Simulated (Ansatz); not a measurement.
A nudged elastic band was laid between two geometries of ClH + F2H4HfN2 (11 atoms, charge 0, multiplicity 1).

Theory: Ansatz, RKS PBE/def2-SVP.

```yaml
movable_images: 5
climbing_image: yes
spring: 5.0 eV/Å²
optimiser: quadratic models (default)
start_path: through a guess of the saddle point
force_threshold: 0.05 eV/Å
iteration_limit: 60
end_points: relaxed
```

Initial state:

```xyz
11
Properties=species:S:1:pos:R:3
Hf 0.039 0.034 -0.081
F -0.056 0.173 1.890
F 1.881 -0.017 -0.647
N -0.832 1.693 -0.872
H -1.687 1.739 -1.437
H -0.485 2.651 -0.737
N -0.959 -1.575 -0.804
H -1.862 -1.868 -0.408
H -0.663 -2.263 -1.506
Cl -2.989 -0.443 1.918
H -1.752 -0.124 2.257
```

Final state:

```xyz
11
Properties=species:S:1:pos:R:3
Hf -0.556 -0.256 0.142
F -0.160 1.166 2.072
F 1.339 -0.596 0.243
N -1.040 1.494 -0.772
H -1.410 1.614 -1.721
H -0.829 2.421 -0.383
N -1.123 -1.613 -1.250
H -2.089 -1.821 -1.533
H -0.501 -2.267 -1.741
Cl -2.102 -0.818 2.017
H -0.895 0.675 2.499
```

**Question.** Which bonds break or form, and what moves?

**Answer.** Bonds broken: Cl10–H11. Bonds formed: Hf1–Cl10, F2–H11. ClH + F2H4HfN2 becomes ClF2H5HfN2.

**Question.** Give the energies along the band, and the barrier.

**Answer.** The run converged. The highest image is number 2 of 0 to 6, 0.083 eV above the first end and 0.131 eV above the last; the last end lies 0.048 eV below the first. A vibrational analysis at the climbing image gives one clearly imaginary mode, 159i cm⁻¹: a first-order saddle point. The orbitals stay closed-shell, which can raise the energy where a bond breaks towards radicals; this wasn't checked here.

| image | path coordinate (Å) | energy (eV) | Cl10–H11 (Å) | Hf1–Cl10 (Å) | F2–H11 (Å) |
| --- | --- | --- | --- | --- | --- |
| 0 | 0.00 | 0.000 | 1.32 | 3.66 | 1.76 |
| 1 | 0.65 | 0.020 | 1.34 | 3.15 | 1.64 |
| 2 | 1.30 | 0.083 | 1.50 | 2.76 | 1.24 |
| 3 | 1.81 | 0.021 | 1.78 | 2.58 | 1.03 |
| 4 | 2.31 | -0.011 | 1.88 | 2.54 | 1.00 |
| 5 | 2.82 | -0.036 | 1.94 | 2.51 | 0.99 |
| 6 | 3.33 | -0.048 | 1.98 | 2.49 | 0.98 |

**Question.** What is the geometry of the highest image?

**Answer.** 
```xyz
11
Properties=species:S:1:pos:R:3:forces:R:3
Hf -0.363 -0.006 0.103 0.00 0.00 0.00
F -0.034 0.400 2.167 0.00 0.00 0.00
F 1.517 -0.163 -0.280 0.00 0.00 0.00
N -0.967 1.655 -0.888 0.00 0.01 0.00
H -1.631 1.714 -1.667 0.00 0.00 0.00
H -0.566 2.588 -0.731 0.00 0.00 0.00
N -1.084 -1.608 -0.916 0.00 0.00 0.00
H -1.951 -2.117 -0.716 0.00 0.00 0.00
H -0.554 -2.120 -1.631 0.00 0.00 0.00
Cl -2.514 -0.419 1.782 0.00 0.00 0.00
H -1.218 0.077 2.349 -0.01 0.00 0.00
```

**Question.** What are the harmonic wavenumbers there?

**Answer.** 159i, 52, 114, 135, 141, 157, 169, 257, 279, 319, 459, 470, 475, 490, 506, 622, 626, 642, 832, 1032, 1340, 1445, 1455, 3452, 3454, 3548, 3551 cm⁻¹.

The run took 2.6 min on 4 threads of Arm Neoverse V1, with other jobs on the host, peak memory 0.2 GiB.
